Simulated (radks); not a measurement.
Isoelectronic series with 19 electrons, each ion in its NIST ground configuration. Calculated with a radial shooting solver on a logarithmic mesh with Libxc functionals: scalar-relativistic Kohn-Sham, BLYP, spin-polarised, spherical densities, point nucleus; open shells are filled with parallel spins first (spin-orbit coupling, left out, can overturn this in heavy ions). Total energies (hartree) and orbital eigenvalues (eV) (* marks an orbital that is empty in some or all of the ions):

K: configuration [Ar] 4s1; E (hartree) -602.31381; 4s up* -2.4137; 3p down -18.4880; 3p up -18.5447; 3s down -34.9767
Ca+: configuration [Ar] 4s1; E (hartree) -680.34076; 4s up* -9.2726; 3p down -34.5715; 3p up -34.6795; 3s down -53.6309
Sc2+: configuration [Ar] 3d1; E (hartree) -763.59251; 4s up* -16.2418; 3p down -48.3231; 3p up -49.2078; 3s down -69.7081
Ti3+: configuration [Ar] 3d1; E (hartree) -852.08030; 4s up* -26.9741; 3p down -70.1746; 3p up -71.2735; 3s down -94.2106
V4+: configuration [Ar] 3d1; E (hartree) -945.73890; 4s up* -39.7652; 3p down -95.5521; 3p up -96.8240; 3s down -122.3187
Cr5+: configuration [Ar] 3d1; E (hartree) -1044.57159; 4s up* -54.4885; 3p down -124.2555; 3p up -125.6790; 3s down -153.8187
Mn6+: configuration [Ar] 3d1; E (hartree) -1148.58659; 4s up* -71.0829; 3p down -156.1974; 3p up -157.7597; 3s down -188.6186
Fe7+: configuration [Ar] 3d1; E (hartree) -1257.79492; 4s up* -89.5146; 3p down -191.3303; 3p up -193.0231; 3s down -226.6712
Co8+: configuration [Ar] 3d1; E (hartree) -1372.20961; 4s up* -109.7630; 3p down -229.6262; 3p up -231.4435; 3s down -267.9503
Ni9+: configuration [Ar] 3d1; E (hartree) -1491.84528; 4s up* -131.8153; 3p down -271.0671; 3p up -273.0048; 3s down -312.4415
Cu10+: configuration [Ar] 3d1; E (hartree) -1616.71788; 4s up* -155.6635; 3p down -315.6417; 3p up -317.6966; 3s down -360.1380
Zn11+: configuration [Ar] 3d1; E (hartree) -1746.84453; 4s up* -181.3030; 3p down -363.3431; 3p up -365.5128; 3s down -411.0381
Ga12+: configuration [Ar] 3d1; E (hartree) -1882.24353; 4s up* -208.7314; 3p down -414.1672; 3p up -416.4499; 3s down -465.1436
Ge13+: configuration [Ar] 3d1; E (hartree) -2022.93418; 4s up* -237.9483; 3p down -468.1123; 3p up -470.5065; 3s down -522.4592
As14+: configuration [Ar] 3d1; E (hartree) -2168.93683; 4s up* -268.9543; 3p down -525.1785; 3p up -527.6830; 3s down -582.9916
Se15+: configuration [Ar] 3d1; E (hartree) -2320.27285; 4s up* -301.7515; 3p down -585.3671; 3p up -587.9810; 3s down -646.7497
Br16+: configuration [Ar] 3d1; E (hartree) -2476.96459; 4s up* -336.3428; 3p down -648.6806; 3p up -651.4031; 3s down -713.7436
Kr17+: configuration [Ar] 3d1; E (hartree) -2639.03540; 4s up* -372.7320; 3p down -715.1224; 3p up -717.9530; 3s down -783.9849
Rb18+: configuration [Ar] 3d1; E (hartree) -2806.50961; 4s up* -410.9233; 3p down -784.6968; 3p up -787.6349; 3s down -857.4865
Sr19+: configuration [Ar] 3d1; E (hartree) -2979.41259; 4s up* -450.9219; 3p down -857.4086; 3p up -860.4539; 3s down -934.2625
